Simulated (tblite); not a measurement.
Compound: C5H16Si3.
SMILES with atom numbers: `[CH3:1][CH2:2][CH2:3][Si@H:4]1[SiH2:5][C@@H:6]([CH3:7])[SiH2:8]1` (hydrogens: H9, H10, H11 on C1; H12, H13 on C2; H14, H15 on C3; H16 on Si4; H17, H18 on Si5; H19 on C6; H20, H21, H22 on C7; H23, H24 on Si8)

Computed with GFN2-xTB (tblite), gas phase: L-BFGS steps from a force-field or distance-geometry start until the largest atomic force falls under 0.01 eV/Å.

Step 35: E = -652.7960 eV
```
atom  x, y, z in Å  |  force x, y, z in eV/Å
C1     -3.0097   -0.6937    0.9571    0.014   0.003  -0.007
C2     -2.9956    0.4483   -0.0479   -0.007  -0.027  -0.024
C3     -1.6081    1.0467   -0.2599   -0.014  -0.007   0.005
Si4    -0.3507   -0.1714   -1.0521    0.059   0.031   0.027
Si5     1.7643    0.6378   -1.6683   -0.014   0.032  -0.040
C6      2.5110   -0.4071   -0.2118   -0.035   0.052  -0.081
C7      3.1428    0.4903    0.8486    0.001  -0.028  -0.001
Si8     0.9837   -1.4162    0.4335   -0.010   0.031   0.016
H9     -2.7500   -0.3266    1.9475    0.006  -0.036   0.017
H10    -2.2941   -1.4645    0.6779    0.006  -0.015  -0.016
H11    -4.0006   -1.1416    0.9965    0.008   0.005   0.069
H12    -3.3672    0.0844   -1.0083   -0.032   0.001  -0.023
H13    -3.6887    1.2220    0.2999    0.049   0.013  -0.050
H14    -1.7239    1.9298   -0.8914    0.081  -0.001  -0.045
H15    -1.2151    1.4031    0.6942   -0.018  -0.005   0.018
H16    -1.1028   -0.8587   -2.1214   -0.034  -0.033   0.002
H17     2.1408    2.0542   -1.5392    0.001  -0.029  -0.029
H18     2.3425    0.1944   -2.9482   -0.045   0.045   0.040
H19     3.2929   -1.0811   -0.5750   -0.002   0.023   0.019
H20     3.5599   -0.0972    1.6640   -0.012  -0.020   0.064
H21     3.9493    1.0887    0.4250   -0.006  -0.007  -0.006
H22     2.4031    1.1741    1.2633    0.019  -0.016   0.019
H23     0.7969   -1.2394    1.8814    0.022  -0.029   0.020
H24     1.2078   -2.8567    0.2422   -0.039   0.015   0.006
```

Step 36: E = -652.7975 eV
```
atom  x, y, z in Å  |  force x, y, z in eV/Å
C1     -3.0085   -0.6941    0.9577    0.010   0.009  -0.018
C2     -2.9945    0.4469   -0.0489    0.012  -0.004  -0.031
C3     -1.6072    1.0475   -0.2611    0.004  -0.023   0.002
Si4    -0.3466   -0.1720   -1.0523   -0.025   0.061   0.020
Si5     1.7648    0.6407   -1.6701   -0.031   0.016   0.015
C6      2.5095   -0.4055   -0.2123   -0.020   0.040  -0.069
C7      3.1430    0.4902    0.8489   -0.006  -0.028   0.006
Si8     0.9817   -1.4169    0.4352    0.026   0.050  -0.019
H9     -2.7470   -0.3274    1.9483    0.005  -0.038  -0.005
H10    -2.2946   -1.4665    0.6767   -0.009  -0.005  -0.006
H11    -4.0013   -1.1382    0.9980    0.022  -0.002   0.072
H12    -3.3671    0.0833   -1.0093   -0.022  -0.006  -0.014
H13    -3.6870    1.2217    0.2972    0.040   0.013  -0.039
H14    -1.7233    1.9323   -0.8922    0.085  -0.036  -0.022
H15    -1.2151    1.4022    0.6948   -0.024  -0.006  -0.008
H16    -1.1014   -0.8625   -2.1197   -0.021  -0.022   0.016
H17     2.1391    2.0569   -1.5414    0.006  -0.021  -0.027
H18     2.3365    0.1963   -2.9493   -0.020   0.033   0.002
H19     3.2928   -1.0794   -0.5735   -0.011   0.020   0.008
H20     3.5580   -0.0987    1.6644   -0.006  -0.021   0.057
H21     3.9506    1.0884    0.4265   -0.010  -0.014  -0.005
H22     2.4045    1.1741    1.2650    0.010  -0.005   0.017
H23     0.7990   -1.2419    1.8822    0.016  -0.023   0.043
H24     1.2022   -2.8576    0.2431   -0.032   0.012   0.004
```

Step 37: E = -652.7989 eV
```
atom  x, y, z in Å  |  force x, y, z in eV/Å
C1     -3.0074   -0.6943    0.9580    0.004   0.007  -0.021
C2     -2.9936    0.4455   -0.0504    0.022   0.014  -0.031
C3     -1.6066    1.0478   -0.2621    0.020  -0.029  -0.004
Si4    -0.3434   -0.1714   -1.0521   -0.088   0.061   0.004
Si5     1.7647    0.6435   -1.6716   -0.046   0.002   0.052
C6      2.5082   -0.4033   -0.2140    0.000   0.018  -0.026
C7      3.1432    0.4897    0.8492   -0.009  -0.019   0.014
Si8     0.9807   -1.4165    0.4363    0.045   0.056  -0.036
H9     -2.7440   -0.3288    1.9490    0.011  -0.032  -0.024
H10    -2.2956   -1.4686    0.6752   -0.022   0.003   0.001
H11    -4.0019   -1.1350    1.0013    0.031  -0.008   0.065
H12    -3.3675    0.0820   -1.0106   -0.009  -0.012  -0.008
H13    -3.6847    1.2217    0.2939    0.025   0.014  -0.025
H14    -1.7210    1.9334   -0.8935    0.079  -0.058  -0.004
H15    -1.2159    1.4013    0.6953   -0.028  -0.005  -0.024
H16    -1.1004   -0.8659   -2.1179   -0.005  -0.008   0.034
H17     2.1378    2.0587   -1.5436    0.012  -0.001  -0.024
H18     2.3312    0.1987   -2.9500    0.001   0.020  -0.034
H19     3.2925   -1.0776   -0.5720   -0.017   0.015  -0.010
H20     3.5560   -0.1003    1.6659   -0.006  -0.018   0.033
H21     3.9517    1.0876    0.4276   -0.014  -0.022   0.002
H22     2.4060    1.1741    1.2664    0.003   0.003   0.015
H23     0.8012   -1.2446    1.8836    0.015  -0.017   0.050
H24     1.1971   -2.8580    0.2436   -0.026   0.016   0.001
```

Q: Estimate the geometry and energy of step 38. (The exact step hangs on the optimiser's Hessian estimate; all steps are aligned on step 37, rigid shifts and turns removed.)

A: E = -652.8006 eV, largest force 0.127 eV/Å
```
atom  x, y, z in Å  |  force x, y, z in eV/Å
C1     -3.0066   -0.6942    0.9582   -0.003   0.004  -0.019
C2     -2.9923    0.4436   -0.0530    0.019   0.026  -0.022
C3     -1.6059    1.0473   -0.2632    0.027  -0.026  -0.008
Si4    -0.3409   -0.1694   -1.0512   -0.122   0.031  -0.015
Si5     1.7640    0.6470   -1.6721   -0.056  -0.010   0.063
C6      2.5070   -0.4003   -0.2163    0.023  -0.011   0.036
C7      3.1436    0.4890    0.8497   -0.010  -0.006   0.024
Si8     0.9806   -1.4152    0.4371    0.046   0.048  -0.034
H9     -2.7387   -0.3308    1.9491    0.022  -0.019  -0.040
H10    -2.2998   -1.4724    0.6729   -0.030   0.009   0.006
H11    -4.0035   -1.1291    1.0084    0.036  -0.014   0.049
H12    -3.3679    0.0793   -1.0123    0.007  -0.018  -0.004
H13    -3.6820    1.2217    0.2884    0.005   0.019  -0.009
H14    -1.7172    1.9335   -0.8950    0.063  -0.066   0.007
H15    -1.2179    1.4002    0.6957   -0.025  -0.002  -0.028
H16    -1.0982   -0.8699   -2.1153    0.009   0.008   0.049
H17     2.1367    2.0609   -1.5460    0.020   0.023  -0.018
H18     2.3247    0.2022   -2.9511    0.016   0.010  -0.058
H19     3.2922   -1.0752   -0.5704   -0.017   0.010  -0.035
H20     3.5528   -0.1021    1.6686   -0.009  -0.011  -0.003
H21     3.9539    1.0853    0.4287   -0.016  -0.030   0.014
H22     2.4084    1.1752    1.2674   -0.003   0.009   0.010
H23     0.8044   -1.2489    1.8861    0.018  -0.011   0.038
H24     1.1908   -2.8580    0.2430   -0.019   0.028  -0.002
```

The energy changes by -0.0017 eV. The first-order estimate −F·Δx gives -0.0022 eV and the mean of the old and new forces, exact on a quadratic surface, -0.0017 eV. The step makes an angle of 66° with the force vector and moves no atom by more than 0.009 Å.

What follows is the cost of the whole relaxation. Hardware: one thread, Arm Neoverse N1 (aarch64), no GPU, shared host with 64 logical CPUs at a one-minute load of 61. Cost: 2.6 s.
